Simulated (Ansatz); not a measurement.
Calculated with Ansatz (gas phase, PBE0-D4/def2-TZVP geometries, no zero-point term in ΔE). CCSD(T)/CBS adds triple-zeta CCSD(T) − MP2 to the extrapolated MP2 energy (def2 sets, frozen cores). Functionals use def2-TZVPP. One conformer a species, not always the lowest.

Consider the redistribution: `CO[SiH2]S[SiH2]O` + `F[SiH2]SS` → `CO[SiH2]S[SiH2]F` + `O[SiH2]SS`.

**Question.** Is it downhill or uphill in electronic energy at CCSD(T)/CBS, and by how much? (Estimate.)

**Answer.** Computed: Uphill: ΔE = +10.7 kJ/mol.

**Question.** What do these levels give: r2SCAN-D4, PBE0-D4, ωB97M-V, PBE0, SCS-MP2/def2-TZVPP, CCSD/CBS(def2)? (Estimate.)

**Answer.** Computed: r2SCAN-D4 11.5, PBE0-D4 11.9, ωB97M-V 11.7, PBE0 11.3, SCS-MP2/def2-TZVPP 10.1, CCSD/CBS(def2) 8.5 kJ/mol.

Largest T1 diagnostic among the species: 0.012.

In def2-TZVPP, CCSD(T) changes the Hartree–Fock value by +12.6 kJ/mol (the triples alone add +2.3 kJ/mol) and MP2 by +14.4 kJ/mol.
